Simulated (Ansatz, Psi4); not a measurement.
Intermolecular potential of H6Si2 ··· CH4O (SMILES [SiH3][SiH3] and CO). Monomers: optimised at B3LYP-D3(BJ) (def2-TZVP), held rigid. Orientation: lowest of the rigid-body minima from ten starts at GFN2-xTB. R is the distance of the centres of mass, along which the second monomer moves.

PBE/def2-TZVP, counterpoise-corrected (Psi4); PBE-D3(BJ)/def2-TZVP, counterpoise-corrected (Psi4); PBE0/def2-TZVP, counterpoise-corrected (Psi4); CCSD(T)/aug-cc-pVDZ = CCSD(T) on RHF/aug-cc-pVDZ, frozen core, counterpoise-corrected run with Ansatz (a first-principles code).

Interaction energies in kJ/mol; the last columns give the difference from CCSD(T):

| R / Å | PBE/def2-TZVP | PBE-D3(BJ)/def2-TZVP | PBE0/def2-TZVP | CCSD(T)/aug-cc-pVDZ | PBE/def2-TZVP − CCSD(T)/aug-cc-pVDZ | PBE-D3(BJ)/def2-TZVP − CCSD(T)/aug-cc-pVDZ | PBE0/def2-TZVP − CCSD(T)/aug-cc-pVDZ |
|---|---|---|---|---|---|---|---|
| 3.01 | 8.63 | -1.44 | 7.93 | 6.26 | 2.36 | -7.70 | 1.67 |
| 3.23 | 0.20 | -8.59 | -0.25 | -3.99 | 4.19 | -4.59 | 3.74 |
| 3.39 | -2.72 | -10.57 | -2.97 | -7.32 | 4.61 | -3.24 | 4.35 |
| 3.59 | -4.27 | -10.99 | -4.33 | -8.76 | 4.49 | -2.23 | 4.43 |
| 3.77 | -4.57 | -10.33 | -4.50 | -8.64 | 4.06 | -1.69 | 4.14 |
| 4.09 | -4.00 | -8.25 | -3.79 | -7.11 | 3.10 | -1.14 | 3.32 |
| 4.36 | -3.21 | -6.43 | -2.96 | -5.56 | 2.35 | -0.87 | 2.60 |
| 4.87 | -1.89 | -3.76 | -1.68 | -3.23 | 1.35 | -0.52 | 1.55 |
| 5.56 | -0.81 | -1.71 | -0.72 | -1.52 | 0.71 | -0.19 | 0.80 |
| 6.60 | -0.21 | -0.54 | -0.21 | -0.55 | 0.33 | 0.00 | 0.33 |
| 7.85 | -0.07 | -0.19 | -0.08 | -0.20 | 0.13 | 0.01 | 0.12 |

PBE/def2-TZVP is furthest from CCSD(T)/aug-cc-pVDZ at 3.39 (4.61 kJ/mol, above); its mean absolute difference over the points is 2.52 kJ/mol.

PBE-D3(BJ)/def2-TZVP is furthest from CCSD(T)/aug-cc-pVDZ at 3.01 (-7.70 kJ/mol, below); its mean absolute difference over the points is 2.02 kJ/mol.

PBE0/def2-TZVP is furthest from CCSD(T)/aug-cc-pVDZ at 3.59 (4.43 kJ/mol, above); its mean absolute difference over the points is 2.46 kJ/mol.
